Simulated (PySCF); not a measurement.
OSr, singlet, geometry from GFN2-xTB (such geometries of metal compounds can be far from the true shape) (core potentials on Sr); PBE/def2-SVP, polarisability (PySCF).

PySCF was given this input:
```python
from pyscf import gto, scf, dft
from pyscf.prop import polarizability

mol = gto.Mole()
mol.atom = '''
    Sr   -0.000000   -0.000000   -0.347963
    O     0.000000    0.000000    1.652826
'''
mol.basis = 'def2-svp'
mol.ecp = {'Sr': 'def2-svp'}
mol.charge = 0
mol.spin = 0
mol.verbose = 4
mol.build()

mf = dft.RKS(mol)
mf.xc = 'pbe'
mf.kernel()
alpha = mf.Polarizability().polarizability()[2, 2]
print('alpha_zz =', alpha)
```

Q: Predict the main parts of the log of this PySCF run.

A: 
```
site-packages/pyscf/prop/efg/rhf.py:45: UserWarning: Module EFG is under testing
  warnings.warn('Module EFG is under testing')
site-packages/pyscf/prop/efg/dhf.py:30: UserWarning: Module EFG is under testing
  warnings.warn('Module EFG is under testing')
site-packages/pyscf/prop/zfs/uhf.py:40: UserWarning: Module ZFS is under testing
  warnings.warn('Module ZFS is under testing')
site-packages/pyscf/prop/gtensor/uhf.py:43: UserWarning: Module g-tensor is under testing
  warnings.warn('Module g-tensor is under testing')
site-packages/pyscf/prop/gtensor/uks.py:41: UserWarning: Module g-tensor is under testing
  warnings.warn('Module g-tensor is under testing')
site-packages/pyscf/prop/hfc/uks.py:35: UserWarning: Module HFC is under testing
  warnings.warn('Module HFC is under testing')
site-packages/pyscf/prop/magnetizability/rhf.py:39: UserWarning: Module magnetizability is under testing
  warnings.warn('Module magnetizability is under testing')
site-packages/pyscf/prop/magnetizability/uhf.py:37: UserWarning: Module magnetizability is under testing
  warnings.warn('Module magnetizability is under testing')
site-packages/pyscf/prop/magnetizability/rks.py:37: UserWarning: Module magnetizability is under testing
  warnings.warn('Module magnetizability is under testing')
site-packages/pyscf/prop/magnetizability/uks.py:39: UserWarning: Module magnetizability is under testing
  warnings.warn('Module magnetizability is under testing')
site-packages/pyscf/prop/polarizability/uhf.py:34: UserWarning: Module polarizability is under testing
  warnings.warn('Module polarizability is under testing')
site-packages/pyscf/prop/polarizability/rks.py:29: UserWarning: Module polarizability is under testing
  warnings.warn('Module polarizability is under testing')
site-packages/pyscf/prop/polarizability/uks.py:29: UserWarning: Module polarizability is under testing
  warnings.warn('Module polarizability is under testing')
PySCF version 2.14.0

[INPUT] verbose = 4
[INPUT] num. atoms = 2
[INPUT] num. electrons = 18
[INPUT] charge = 0
[INPUT] spin (= nelec alpha-beta = 2S) = 0
[INPUT] symmetry False subgroup None
[INPUT] Mole.unit = angstrom
[INPUT] Symbol           X                Y                Z      unit          X                Y                Z       unit  Magmom
[INPUT]  1 Sr     0.000000000000   0.000000000000  -0.347963000000 AA    0.000000000000   0.000000000000  -0.657554771482 Bohr   0.0
[INPUT]  2 O      0.000000000000   0.000000000000   1.652826000000 AA    0.000000000000   0.000000000000   3.123388471560 Bohr   0.0

nuclear repulsion = 21.1587413133519
number of shells = 15
number of NR pGTOs = 73
number of NR cGTOs = 37
basis = def2-svp
ecp = {'Sr': 'def2-svp'}

******** <class 'pyscf.dft.rks.RKS'> ********
method = RKS
initial guess = minao
damping factor = 0
level_shift factor = 0
DIIS = <class 'pyscf.scf.diis.CDIIS'>
diis_start_cycle = 1
diis_space = 8
diis_damp = 0
SCF conv_tol = 1e-09
SCF conv_tol_grad = None
SCF max_cycles = 50
direct_scf = True
direct_scf_tol = 1e-13
XC library pyscf.dft.libxc version 7.1.2
    S. Lehtola, C. Steigemann, M. J. T. Oliveira, and M. A. L. Marques,  SoftwareX 7, 1–5 (2018)
XC functionals = pbe
    J. P. Perdew, K. Burke, and M. Ernzerhof,  Phys. Rev. Lett. 77, 3865 (1996)
    J. P. Perdew, K. Burke, and M. Ernzerhof,  Phys. Rev. Lett. 78, 1396 (1997)
    J. P. Perdew, K. Burke, and M. Ernzerhof,  Phys. Rev. Lett. 77, 3865 (1996)
    J. P. Perdew, K. Burke, and M. Ernzerhof,  Phys. Rev. Lett. 78, 1396 (1997)
radial grids:
    Treutler-Ahlrichs [JCP 102, 346 (1995); DOI:10.1063/1.469408] (M4) radial grids

becke partition: Becke, JCP 88, 2547 (1988); DOI:10.1063/1.454033
pruning grids: <function nwchem_prune>
grids dens level: 3
symmetrized grids: False
atomic radii adjust function: <function treutler_atomic_radii_adjust>
small_rho_cutoff = 0
Set gradient conv threshold to 3.16228e-05
Initial guess from minao.
tot grids = 35992
init E= -93.6413063921949
  HOMO = -0.0985704754439887  LUMO = 0.00934182870210876  gap/eV = 2.93644
cycle= 1 E= -104.056596577291  delta_E= -10.4  |g|= 2.42  |ddm|= 3.63

WARN: HOMO -0.248287048894953 == LUMO -0.248268287853355

cycle= 2 E= -91.2042244827797  delta_E= 12.9  |g|=  3.4  |ddm|= 7.52
  HOMO = -0.723463372409309  LUMO = -0.120613279096371  gap/eV = 16.40439
cycle= 3 E= -103.906775511011  delta_E= -12.7  |g|= 2.67  |ddm|= 6.92
  HOMO = -0.629210606076345  LUMO = -0.0909703409955185  gap/eV = 14.64626
cycle= 4 E= -104.354428983623  delta_E= -0.448  |g|= 2.31  |ddm|= 0.362
  HOMO = -0.232372340081639  LUMO = -0.067305083269023  gap/eV = 4.49171
cycle= 5 E= -105.296621106184  delta_E= -0.942  |g|= 1.44  |ddm|= 1.21
  HOMO = -0.23125231543736  LUMO = -0.0651562003472641  gap/eV = 4.51971
cycle= 6 E= -105.342516342202  delta_E= -0.0459  |g|= 1.34  |ddm|= 0.115
  HOMO = -0.188863789520244  LUMO = -0.0852565659807638  gap/eV = 2.81930
cycle= 7 E= -105.605955333008  delta_E= -0.263  |g|= 0.816  |ddm|= 0.537
  HOMO = -0.0884778659783211  LUMO = -0.0745252283867291  gap/eV = 0.37967
cycle= 8 E= -104.463870534438  delta_E= 1.14  |g|= 2.06  |ddm|=  2.4
  HOMO = -0.142191322711054  LUMO = -0.0949555731730811  gap/eV = 1.28535
cycle= 9 E= -105.763004405319  delta_E= -1.3  |g|= 0.0736  |ddm|= 2.16
  HOMO = -0.130587309785873  LUMO = -0.0882849766147729  gap/eV = 1.15111
cycle= 10 E= -105.763096280575  delta_E= -9.19e-05  |g|= 0.061  |ddm|= 0.195
  HOMO = -0.135302872766471  LUMO = -0.0902307432869343  gap/eV = 1.22648
cycle= 11 E= -105.764112450356  delta_E= -0.00102  |g|= 0.0274  |ddm|= 0.0759
  HOMO = -0.136309210432812  LUMO = -0.0901804325908735  gap/eV = 1.25523
cycle= 12 E= -105.764292453461  delta_E= -0.00018  |g|= 0.00289  |ddm|= 0.0217
  HOMO = -0.136611103544638  LUMO = -0.0902472072107408  gap/eV = 1.26163
cycle= 13 E= -105.764294953811  delta_E= -2.5e-06  |g|= 0.000183  |ddm|= 0.00469
  HOMO = -0.13658154871512  LUMO = -0.0902224521970361  gap/eV = 1.26150
cycle= 14 E= -105.764294955234  delta_E= -1.42e-09  |g|= 0.000183  |ddm|= 0.000172
  HOMO = -0.136570065987215  LUMO = -0.0902217519327948  gap/eV = 1.26120
cycle= 15 E= -105.764294964275  delta_E= -9.04e-09  |g|= 1.05e-05  |ddm|= 0.000224
  HOMO = -0.13656982922784  LUMO = -0.0902211680655931  gap/eV = 1.26121
cycle= 16 E= -105.764294964303  delta_E= -2.82e-11  |g|= 8.85e-07  |ddm|= 9.52e-06
  HOMO = -0.136570102499774  LUMO = -0.0902211412725613  gap/eV = 1.26122
Extra cycle  E= -105.764294964296  delta_E= 7.69e-12  |g|= 5.76e-06  |ddm|= 6.04e-06
converged SCF energy = -105.764294964296
Isotropic polarizability 64.3245668971
Polarizability anisotropy 65.0496016249
alpha_zz = 107.69096798035797
```
